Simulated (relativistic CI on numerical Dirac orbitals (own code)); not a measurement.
Spin-allowed bands of a d3 ion in an octahedral site, by hand

Problem. Take Δ = 18500 cm⁻¹ and B = 880 cm⁻¹ for a d3 ion in an octahedral site. Calculate the three spin-allowed bands.

Working.
1. The terms of highest spin are 4F (energy 0) and 4P (15B = 13200 cm⁻¹). Here the F term splits into A2 at −1.2Δ = -22200, T2 at −0.2Δ = -3700 and T1 at +0.6Δ = 11100 cm⁻¹.
2. The two T1 states mix through the element 0.4Δ: H = [[11100, 7400], [7400, 13200]], with roots ½(H₁₁ + H₂₂) ∓ ½√[(H₂₂ − H₁₁)² + 4H₁₂²] = ½(24300) ∓ ½(14948) = 4676 and 19624 cm⁻¹.
3. The ground term is 4A2 at -22200 cm⁻¹.
4. Bands: 4T2 18500 cm⁻¹ (541 nm), 4T1(F) 26876 cm⁻¹ (372 nm), 4T1(P) 41824 cm⁻¹ (239 nm).

Check. Exact diagonalisation of the whole d3 shell with these parameters gives 4T2 18500, 4T1 26876, 4T1 41824 cm⁻¹. The match is exact, since without spin-orbit coupling no other term has this spin. The ratio of the second band to the first, 1.453, depends on Δ/B = 21.0 alone, which is how a Tanabe-Sugano diagram is read.
